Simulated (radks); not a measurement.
Removal energies from neutral tantalum, [Xe] 4f14 5d(3/2: 3, 5/2: 0) 6s2, by Delta-SCF beside the eigenvalue of the level emptied. Method: Dirac Kohn-Sham, PBE, spin-unpolarised, spherical densities, finite nucleus; Fermi nuclear charge, rms radius of each element as measured or else 0.836 A^(1/3) + 0.57 fm; computed with a radial shooting solver on a logarithmic mesh with Libxc functionals. Sub-shells are occupied by j as written (lower j first in brackets).

removed from                             final configuration  Delta-SCF (eV)  -eigenvalue (eV)
5d3/2                       [Xe] 4f14 5d(3/2: 2, 5/2: 0) 6s2           7.891             3.740
6s1/2                       [Xe] 4f14 5d(3/2: 3, 5/2: 0) 6s1           8.368             5.348
4f7/2         [Xe] 4f(5/2: 6, 7/2: 7) 5d(3/2: 3, 5/2: 0) 6s2          32.290            23.335
4f5/2         [Xe] 4f(5/2: 5, 7/2: 8) 5d(3/2: 3, 5/2: 0) 6s2          34.360            25.316
